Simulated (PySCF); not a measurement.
**C₆ coefficients of unlike pairs at M06-2X**

Calculated with PySCF 2.14 from the dipole response of each species, C₆(A,B) = (3/π) ∫ α_A(iu) α_B(iu) du, in atomic units, from isotropic polarisabilities. For ions this is the dispersion term alone; charge-induced terms of lower order in 1/R come first.

```csv
species,configuration,basis,relativity,α (bohr³),C₆ (like pair)
Br,[Ar] 3d10 4s2 4p5 (2P),aug-cc-pVTZ-PP with ECP10MDF (6s5p4d2f),core potential,21.35,170.4
V⁺,[Ar] 3d4 (5D),aug-cc-pVDZ-DK (7s6p4d2f),spin-free X2C,16.04,59.56
Al,[Ne] 3s2 3p1 (2P),aug-cc-pVTZ-DK (6s5p3d2f),spin-free X2C,64.58,562.3
```

Question: Estimate C₆ for V⁺ with Br.

Answer: The integral gives 99.18. The combination rule 2 C_A C_B / (C_A α_B/α_A + C_B α_A/α_B) gives 97.90 and the geometric mean 100.7.

No spin-orbit coupling is included.

The other pairs:

```json
{"pair": "Al, V⁺", "C₆": "171.4"}
{"pair": "Al, Br", "C₆": "277.4"}
```
